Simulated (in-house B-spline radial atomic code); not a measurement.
# Ionising Lu²⁺ with different functionals

Computed with a radial B-spline atomic code at the basis-set limit: four-component Dirac-Coulomb Hamiltonian, Fermi nucleus of rms radius 5.37 fm, spin-restricted, spherical fractional occupations for the functionals, and exact exchange of hybrids averaged over the configuration. The ionisation energy is the difference of two self-consistent energies, [Xe] 4f14 6s1 → [Xe] 4f14, without Breit or QED terms; ε is the level of the shell that loses the electron (mean over j).

| method | rung | ΔSCF (eV) | -ε(6s) (eV) |
| --- | --- | --- | --- |
| BHandHLYP | global hybrid | 21.01 | 19.24 |
| B97-1 | global hybrid | ? | ? |
| PBE0 | global hybrid | ? | ? |
| CAM-B3LYP | range-separated hybrid | 21.27 | 19.78 |

Question: What does B97-1 give?

Answer: ΔSCF 20.89 eV, and -ε(6s) = 18.22 eV.

Question: What does PBE0 give?

Answer: ΔSCF 20.86 eV, and -ε(6s) = 18.33 eV.

Question: Among the functionals, which spreads more, the ΔSCF values or the orbital energies?

Answer: The orbital energies: ΔSCF values span about 0.41 eV and the orbital energies 1.56 eV.

Question: How do they compare with the NIST value?

Answer: NIST lists 20.959 eV ± 0.0012 (measured, ground level to ground level). Errors run from -0.10 to +0.32 eV; BHandHLYP is closest (+0.05 eV), but part of that can be cancellation, since the calculations leave out Breit-QED terms, spin polarisation.
